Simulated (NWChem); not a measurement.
Molecule: CH3CdI; SMILES [I][Cd][CH3]

Computed with NWChem. Medium grid unless said otherwise, to which SCAN and Minnesota functionals are sensitive. Geometry: optimised at PBE0/def2-SVP. def2 effective core potentials on Cd, I; no spin-orbit coupling. Hybrids' shares of exact exchange are those that their runs print; pure functionals count as 0. The functionals differ in more than this share.

| row | share of exact exchange | orbital gap (eV) |
|---|---|---|
| PBE/def2-SVP | 0.00 | 4.39 |
| PW91/def2-SVP | 0.00 | 4.36 |
| B3LYP/def2-SVP | 0.20 | withheld |
| MN15/def2-SVP | 0.44 | 7.28 |
| M06-2X/def2-SVP | 0.54 | 8.05 |

Fit a straight line of the last column on the one before it, predict the withheld value, and compare with the run.


1. Means of the 4 shown rows: x = 0.245, y = 6.020. Slope Σ(x − x̄)(y − ȳ)/Σ(x − x̄)² = 1.651/0.2451 = 6.734; intercept 4.370.
2. The shown rows scatter about the line by 0.036 (root mean square); the largest residual is -0.05, at MN15/def2-SVP.
3. At x = 0.20 (B3LYP/def2-SVP; inside the shown range) the line gives 5.72.
4. The run gives 5.76, +0.04 from the line, 1.1 times the scatter.
